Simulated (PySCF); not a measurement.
CH3AlF (SMILES [CH3][Al][F]), doublet, geometry from GFN2-xTB (such geometries of metal compounds can be far from the true shape) (the spin is typed, not shown lowest).

PySCF was given this input:
```python
from pyscf import gto, scf, dft

mol = gto.M(
    atom='''
Al    0.44002451   -0.09977454    0.26333881
C    -0.05333652    1.40742987   -0.99749356
H    -0.86612180    2.02472343   -0.60563875
H    -0.37041732    1.04109293   -1.97751446
H     0.81040018    2.05814325   -1.15112478
F    -0.55268450   -1.36349663    0.69953719
''',
    basis='def2-tzvp',
    spin=1,
    verbose=4,
)

mf = dft.UKS(mol)
mf.xc = 'b3lyp'
mf.kernel()
mf.analyze()
```

**Question.** What does this run give for the total energy, <S^2>, HOMO energy, dipole moment, nuclear repulsion energy?

**Answer.** 
The total energy is -382.3176 Eh and the <S^2> is 0.753. The HOMO energy is -5.40 eV and the dipole moment comes out as 1.86 D. The nuclear repulsion energy comes out as 87.4953 Eh.

These values belong to the state on which the SCF converged, which isn't shown to be the lowest.
